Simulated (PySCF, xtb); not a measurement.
(Z)-1,2-dibromo-1,2-difluoroethene (C₂Br₂F₂), SMILES F/C(Br)=C(\F)Br.

Harmonic wavenumbers (cm⁻¹) from GFN2-xTB run with xtb at its own minimum, in rising order: 93, 118, 267, 277, 319, 339, 409, 419, 808, 1068, 1130, 1666.

### Question
What does PBE-D3(BJ)/def2-SVP run with PySCF give at its own minimum? (The exact figures need the calculation; the answer reports its results.)

### Answer
110, 121, 304, 306, 311, 364, 431, 497, 877, 1132, 1194, 1679. Paired by order, the mean absolute difference is 36 cm⁻¹ and the zero-point energies are 9.9 and 10.5 kcal/mol.
